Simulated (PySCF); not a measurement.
Which determinant of KHg⁺ lies lowest?

Unrestricted PBE0; basis K def2-SVP, Hg def2-SVP with ECP60; scalar-relativistic core potentials; PySCF 2.14. Outer shells of the fragments: K+ closed shells only; Hg 5d10 6s2.

Followed along the bond (rough minima from three points):

```
2Ms+1  unpaired  ⟨S²⟩ at the start  R at minimum (Å)  Te (eV)
    1      none               0.00              3.61     0.00
    3      σ ↑↑               2.00  none in the scan   ≤ 4.77
```

Solutions found at the starting distance of 3.420 Å, counted from the lowest of them; the search is not exhaustive and high or unbound solutions are not listed, so other states can lie among these:

```csv
2Ms+1,unpaired,term,E (eV),⟨S²⟩,⟨Lz²⟩,μ (D)
1,none,¹Σ⁺,0.00,0.00,0.00,-11.75
3,σ ↑↑,³Σ⁺,5.05,2.00,0.00,-9.47
3,"σ ↑, π ↑",³Π,5.61,2.00,1.01,-11.15
1,"σ ↑, π ↓",mixed,6.16,1.00,1.00,-10.56
3,"σ ↑, π ↑",³Π,9.90,2.00,1.00,-9.83
```

A term symbol is given only where ⟨S²⟩ and ⟨Lz²⟩ are close to those of a pure state; real π, δ and φ orbitals otherwise mix terms. A positive dipole points towards Hg; it is taken about the centre of mass and depends on that origin.

Spin–orbit coupling is left out. Counting both spins, an empty level lies below a filled one in some of these solutions, because spin and occupation are held.
